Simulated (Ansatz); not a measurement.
`N[SiH]1C=CN1`. The species carries charge 0 and has multiplicity 1.

Cartesian coordinates in Å:
```
N -0.759 -1.156 -1.510
Si 0.293 -0.388 -0.423
C 0.251 1.415 -0.099
C 0.132 1.082 1.207
N -0.105 -0.299 1.320
H -0.548 -2.047 -1.925
H -1.728 -0.903 -1.601
H 1.615 -1.029 -0.633
H 0.349 2.398 -0.527
H 0.186 1.713 2.093
H 0.314 -0.788 2.097
```

Q: List the harmonic frequencies (cm⁻¹, unscaled) at PBE0-D4/def2-TZVP in Ansatz. (Best estimate.)

A: Ansatz gave: 167, 207, 287, 365, 422, 540, 610, 650, 691, 727, 768, 868, 899, 942, 966, 1059, 1102, 1245, 1313, 1560, 1576, 2228, 3141, 3289, 3603, 3623, 3723.

Q: Is this a minimum?

A: Yes, all 27 modes are real.

Q: Give the ideal-gas thermochemistry at 298.15 K and 1 bar (rigid rotor, harmonic oscillator; point group C1, symmetry number 1).

A: Zero-point energy 218.7 kJ/mol; H(298) − E = 237.4 kJ/mol; entropy 317.7 J/(mol·K), of which translation 164.4, rotation 107.5, vibration 45.8; G(298) − E = 142.6 kJ/mol.

Q: Rotational constants (cm⁻¹)?

A: 0.3103, 0.1133, 0.09494.
